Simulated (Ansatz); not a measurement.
Molecule: C2ClF2 (charge -1, singlet). It need not be the lowest isomer of its formula. Whether it binds its extra electron was not tested at this geometry. SMILES: [C-](=C(F)F)Cl
Geometry from a B3LYP-D3(BJ)/def2-TZVP (Ansatz, a program for electronic structure) optimisation:
```xyz
5

C      0.5580    -0.8025     0.0284
C     -0.7020    -0.4034     0.0659
F     -1.7428    -1.2854     0.1841
F     -1.2971     0.8328     0.0083
Cl     1.6602     0.6652    -0.1351
```
Charge -1, spin multiplicity 1.

### Question
Give the harmonic wavenumbers at B3LYP-D3(BJ)/def2-TZVP (Ansatz, finite differences of forces, unscaled).

### Answer
200, 237, 399, 514, 546, 643, 854, 1057, 1639 cm⁻¹. Zero-point energy 8.7 kcal/mol.

### Question
From these and the geometry, give the ideal-gas thermochemistry at 298.15 K and 1 atm (rigid rotor, harmonic oscillator).

### Answer
Point group Cs, rotational symmetry number 1. Rotational constants 10.81, 2.281, 1.883 GHz. S(trans) 39.64, S(rot) 26.34, S(vib) 6.73, S(elec, spin only) 0.00, S 72.7 cal/(mol K). H(298) - H(0) 3.64 kcal/mol; G - E(el) -9.3 kcal/mol.
